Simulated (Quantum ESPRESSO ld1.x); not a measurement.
Species: Ni4+. Configuration: [Ar] 3d6 (the NIST ground configuration). Calculated with ld1.x of Quantum ESPRESSO 7.5: non-relativistic Kohn-Sham, LDA (Slater exchange, Perdew-Wang correlation), spin-polarised, spherical densities, point nucleus; open shells are filled with parallel spins first.

Unscreened Slater integrals over Kohn-Sham orbitals (cm^-1). They are taken over the spin-up orbitals.

\begin{tabular}{lr}
integral & value \\ \hline
F0(3d,3d) & 243050 \\
F2(3d,3d) & 115260 \\
F4(3d,3d) & 72265 \\
F0(3d,3p) & 250690 \\
F2(3d,3p) & 120230 \\
G1(3d,3p) & 147360 \\
G3(3d,3p) & 90508 \\
F0(3d,3s) & 253980 \\
G2(3d,3s) & 112200 \\
F0(3p,3p) & 260880 \\
F2(3p,3p) & 130810 \\
F0(3p,3s) & 264230 \\
G1(3p,3s) & 175000 \\
F0(3s,3s) & 267940 \\
\end{tabular}

Derived for the open shells (J is the average intra-shell exchange parameter used in DFT+U). 3d: Racah B = F2/49 - 5 F4/441 = 1533 cm^-1, C = 35 F4/441 = 5735 cm^-1, C/B = 3.74, F4/F2 = 0.627, J = (F2 + F4)/14 = 13390 cm^-1.
